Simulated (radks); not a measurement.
Hf0.5+, 71.5 electrons, occupied as [Xe] 4f14 5d2.5 6s1 (fractional occupations, a model configuration). Method: scalar-relativistic Kohn-Sham, r2SCAN, spin-unpolarised, spherical densities, finite nucleus; meta-GGA in the generalised Kohn-Sham scheme; Fermi nuclear charge, rms radius 5.347 fm; computed with a radial shooting solver on a logarithmic mesh with Libxc functionals.

Normalised radial functions P(r) = r R(r), r in bohr:

```
   r/bohr * 5s, o 5d (the largest magnitude, 1.09, reaches the edge; | marks zero, & curves that meet)
 0.001107                             o *
 0.001501                             o *
 0.002034                             o *
 0.002778                             o  *
 0.003765                             o  *
 0.005103                             o   *
 0.006972                             o   *
 0.009449                             o   *
  0.01291                             o   *
  0.01749                             o *
  0.02371                             &
  0.03239                         *   |o
   0.0439                       *     |o
  0.05997                       *     | o
  0.08128                           * |   o
   0.1102                             |   o*
   0.1505                             |   o     *
   0.2039                             |o   *
   0.2764                      *   o  |
   0.3776              *       o      |
   0.5118                        &    |
   0.6992                             |o             *
   0.9475                             |        o                 *
    1.284                             |              o       *
    1.754                             |           *   o
    2.378                             |   *         o
    3.222                             |*         o
    4.402                             *     o
    5.966                             *  o
    8.151                             *o
    11.05                             &
```

5s: eigenvalue -71.146 eV, 4 radial nodes at r = 0.0227, 0.0904, 0.235, 0.554 bohr, <r> = 1.14 bohr, 90 % of the charge inside 1.64 bohr. 5d: eigenvalue -5.155 eV, 2 radial nodes at r = 0.220, 0.666 bohr, <r> = 2.44 bohr, 90 % of the charge inside 4.02 bohr.
